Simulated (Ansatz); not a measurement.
`[NH][Si](F)(F)F` radical. Charge 0, multiplicity 2.

```xyz
6

N    -0.689   -1.041   -0.552
Si    0.046    0.383    0.083
F    -0.847    1.625   -0.258
F     1.468    0.626   -0.544
F     0.185    0.306    1.649
H    -0.163   -1.899   -0.378
```

Question: Give the diagnostics of a CCSD(T)/def2-TZVPP run (frozen core, Ansatz). (Best estimate.)

Answer: Computed: T1 = 0.0120, largest single amplitude 0.027, largest double 0.020, (T) share of the correlation energy 2.8 %, 10 CCSD cycles. ⟨S²⟩ of the UHF reference is 0.758 against 0.75 for a pure state. T1 lies under the customary mark of 0.045 for open shells.
